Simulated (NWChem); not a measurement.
# AlBrF2; SMILES [F][Al]([F])[Br]

Program: NWChem. Structure relaxed at the PBE0/def2-SVP level. Ions are spin-unrestricted doublets at the neutral geometry; other ion states weren't tried.

Estimate the computed values for B3LYP/def2-SVP. Quantities: vertical ionisation energy, ΔSCF (eV); −ε(HOMO) (eV).


```yaml
vertical ionisation energy, ΔSCF (eV): 11.85
"−ε(HOMO) (eV)": 8.81
```
